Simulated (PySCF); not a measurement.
# Electric field gradients and quadrupole coupling constants

Species: C₇H₁₇AlO.
Numbering: `[CH3:1][CH2:2][CH2:3][C@@H:4]1[CH2:5][CH2:6][CH2:7][O+:8]1[AlH3-:9]` (hydrogens: H10, H11, H12 on C1; H13, H14 on C2; H15, H16 on C3; H17 on C4; H18, H19 on C5; H20, H21 on C6; H22, H23 on C7; H24, H25, H26 on Al9)

Structure used (PBE0-D3(BJ)/def2-SVP), in Å, numbered top down from 1:
```
atom  x, y, z in Å
C1     2.718    1.205   -1.050
C2     1.366    0.523   -0.916
C3     1.279   -0.347    0.330
C4    -0.069   -0.989    0.601
C5    -0.662   -1.852   -0.518
C6    -1.688   -0.949   -1.198
C7    -2.213   -0.126   -0.040
O8    -1.066    0.053    0.801
Al9   -0.989    1.395    2.251
H10    3.536    0.470   -1.112
H11    2.764    1.833   -1.953
H12    2.917    1.854   -0.183
H13    1.168   -0.084   -1.816
H14    0.575    1.289   -0.870
H15    2.024   -1.160    0.285
H16    1.547    0.254    1.216
H17   -0.011   -1.550    1.546
H18    0.114   -2.214   -1.207
H19   -1.159   -2.735   -0.087
H20   -2.487   -1.509   -1.703
H21   -1.208   -0.296   -1.941
H22   -2.996   -0.650    0.531
H23   -2.585    0.869   -0.318
H24   -0.148    0.553    3.331
H25   -2.568    1.569    2.485
H26   -0.223    2.615    1.537
```

Field gradients from the PBE0/pcSseg-1 density (PySCF, non-relativistic), principal values in atomic units, ordered |Vxx| ≤ |Vyy| ≤ |Vzz|:

```
atom      Vxx      Vyy      Vzz
  O8   0.3046   1.7638  -2.0684
 Al9  -0.4634  -0.4906   0.9540
```

Find the asymmetry η = (Vxx − Vyy)/Vzz and the couplings χ = eQV/h (234.96 MHz × Q in barn × V in au), with Q(17O) = −0.0256 b, Q(27Al) = 0.1466 b.

```
atom                    environment  nucleus     η  χzz (MHz)  χxx (MHz)  χyy (MHz)
  O8    oxygen bonded to Al and 2 C      17O  0.71      12.44      -1.83     -10.61
 Al9  aluminium bonded to O and 3 H     27Al  0.03      32.86     -15.96     -16.90
```

The gradient is axial or nearly so (η below 0.05) at Al9. The tensor is traceless: Vxx + Vyy + Vzz = 0.

What is Vzz at Al9 in SI units (1 au = 9.71736 × 10²¹ V/m²)?

0.9540 au = 9.270 × 10²¹ V/m².

Were the hydrogens deuterons (Q(2H) = 0.00286 b), χzz would run from 70 kHz (H24, H25 and H26) to 197 kHz (H11).

Geometry: PBE0-D3(BJ)/def2-SVP, one conformer, isolated molecule. With a basis this small, the couplings can be 20 % off.
